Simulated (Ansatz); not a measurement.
C₂H₇ClSi (`C[SiH2]CCl`). Charge 0, multiplicity 1.

| atom | x (Å) | y (Å) | z (Å) |
| --- | --- | --- | --- |
| C1 | -0.4603 | 0.6214 | -1.3775 |
| Si2 | 0.4873 | 0.5624 | 0.2267 |
| C3 | -0.0083 | -0.9462 | 1.2461 |
| Cl4 | 0.3114 | -2.4431 | 0.3211 |
| H5 | -1.5346 | 0.6984 | -1.1941 |
| H6 | -0.1558 | 1.4835 | -1.9751 |
| H7 | -0.2764 | -0.2829 | -1.9611 |
| H8 | 0.1970 | 1.7650 | 1.0598 |
| H9 | 1.9523 | 0.4942 | -0.0157 |
| H10 | 0.5580 | -1.0123 | 2.1756 |
| H11 | -1.0706 | -0.9403 | 1.4941 |

(1) List the harmonic frequencies (cm⁻¹, unscaled) at PBE0-D4/def2-TZVP in Ansatz. (Estimate.)

(2) Is this a minimum?

(3) Give the ideal-gas thermochemistry at 298.15 K and 1 bar (rigid rotor, harmonic oscillator; point group C1, symmetry number 1).

Results:

(1) Ansatz gave: 89, 140, 169, 243, 480, 582, 617, 688, 749, 783, 822, 884, 908, 945, 1126, 1195, 1278, 1431, 1449, 1452, 2200, 2228, 3055, 3087, 3139, 3146, 3149.

(2) Yes, all 27 modes are real.

(3) Zero-point energy 215.5 kJ/mol; H(298) − E = 235.1 kJ/mol; entropy 334.9 J/(mol·K), of which translation 165.6, rotation 111.2, vibration 58.1; G(298) − E = 135.2 kJ/mol. Modes under 100 cm⁻¹ are hindered rotations or soft bends, so the harmonic entropy is rough.
